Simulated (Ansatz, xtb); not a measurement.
**Ligand exchange: SnH3Cl + H2S → SnH3(SH) + HCl**

Species: SnH3Cl `[Cl][SnH3]`, singlet; H2S (hydrogen sulfide) `S`, singlet; SnH3(SH), singlet; HCl (hydrogen chloride), singlet. The partners trade Cl for SH: Sn–Cl and H–SH bonds give way to Sn–SH and H–Cl.

Shapes, held fixed at every level: PBE0-D4/def2-TZVP. Programs: Ansatz 0.2.0, xtb 6.7.1. The zero-point and thermal change to 298 K, harmonic and unscaled (PBE0-D4/def2-TZVP), is -0.6 kJ/mol.

```csv
level,kind,ΔH(298 K) (kJ/mol),less CCSD(T)/def2-TZVPP,CPU time (sum over the molecules)
GFN1-xTB,semi-empirical,+25.9,-3.1,0.11 s
HF/def2-TZVPP,Hartree–Fock,+43.9,+14.9,–
r2SCAN-D4/def2-TZVPP,meta-GGA,+32.0,+3.0,8.9 s
B3LYP-D4/def2-TZVPP,global hybrid,+33.0,+4.0,6.6 s
BHLYP-D4/def2-TZVPP,global hybrid,+35.8,+6.8,2.6 min
wB97X-V/def2-TZVPP,range-separated hybrid,+34.6,+5.6,13 s
CCSD/def2-TZVPP,coupled cluster or CI,+30.9,+1.9,–
CCSD(T)/def2-TZVPP,coupled cluster or CI,+29.0,0.0,26 s
```

The highest level, CCSD(T)/def2-TZVPP, gives ΔH(298 K) = +29.0 kJ/mol; the levels span +25.9 to +43.9. The column of differences is taken from that level and isn't an error. No measured value is set beside it here. For atoms past krypton def2 sets carry core potentials with scalar relativity. Outer-core shells of Sn are correlated, in sets that cover them unevenly. Times are processor times on shared x86 and Arm servers, and rough.
